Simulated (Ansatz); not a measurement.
CuBr₂⁺. The state is a triplet with charge 1. Geometry PBE-D4/def2-TZVP; atoms count from 1.

```xyz
3

Cu    0.000    0.000    0.000
Br   -1.285    1.346    1.188
Br    1.285   -1.346   -1.188
```

Estimate the Mulliken populations from the PBE/def2-TZVP orbitals of Ansatz.


```tsv
atom	charge (e)	spin (α − β)	d electrons
Cu1	0.42	0.40	9.51
Br2	0.29	0.80	–
Br3	0.29	0.80	–
```
Mulliken values and Mayer orders depend strongly on the basis.

Where does the spin sit?

Summed by element: Cu 0.40, Br 1.60, of 2 unpaired in all. Largest on single atoms: Br2 0.80, Br3 0.80, Cu1 0.40.

And the Mayer bond orders between bonded heavy atoms (over 0.3)?

Cu1–Br2 1.18 (2.21 Å); Cu1–Br3 1.18 (2.21 Å). Values over 0.3 also appear between atoms too far apart for a bond (Br2–Br3 0.59 at 4.42 Å); they arise where an orbital or an unpaired electron spreads over both atoms.
